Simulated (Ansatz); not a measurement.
The first iterations of a band of BrH + CH6Sn (10 atoms, charge 0, multiplicity 1).

Theory: Ansatz 0.2.0, RKS PBE/def2-SVP.

* movable images: 7
* climbing image: yes
* spring: 5.0 eV/Å²
* optimiser: quadratic models (default)
* start path: through a guess of the saddle point
* force threshold: 0.2 eV/Å
* iteration limit: 47
* end points: relaxed

Initial state:

```xyz
10
Properties=species:S:1:pos:R:3
Sn -0.114 -0.133 0.256
C -0.446 -0.269 2.393
H -1.520 -0.440 2.596
H 0.144 -1.106 2.811
H -0.126 0.678 2.867
H 1.527 0.403 -0.020
H -1.164 1.028 -0.476
H -0.296 -1.666 -0.524
Br 2.229 3.059 1.716
H 2.045 1.883 0.884
```

Final state:

```xyz
10
Properties=species:S:1:pos:R:3
Sn 0.690 0.511 -0.789
C -0.362 0.040 3.190
H -1.269 0.196 2.576
H -0.005 -1.000 3.063
H -0.608 0.216 4.254
H 1.141 0.566 -2.452
H -0.919 1.072 -0.532
H 0.968 -1.039 -0.088
Br 2.218 2.130 0.408
H 0.429 0.745 2.873
```

| iteration | highest image above the first end (eV) | largest band force component (eV/Å) |
| --- | --- | --- |
| 1 | 3.696 | 7.554 |
| 2 | 1.726 | 2.894 |
| 3 | 1.381 | 1.290 |
| 4 | 1.451 | 1.536 |
| 5 | 1.303 | 0.639 |

Does the band converge within its limit, and where does its top end?

The run converged. It ended after 17 iterations with the highest image 1.079 eV above the first end. The threshold of 0.2 eV/Å is loose, so the images may lie well off the minimum-energy path. Neighbouring images differ by up to 1.3 eV, so the band resolves the path poorly. Another band between the same ends (7 images) ends at a top of the same energy, where a vibrational analysis finds 1 clearly imaginary mode. The orbitals stay closed-shell, which can raise the energy where a bond breaks towards radicals; this wasn't checked here.

Time of the run: 8.5 min on 2 threads of Intel(R) Xeon(R) Processor @ 2.50GHz (Skylake/Cascade Lake) (shared host), peak memory 0.16 GiB.
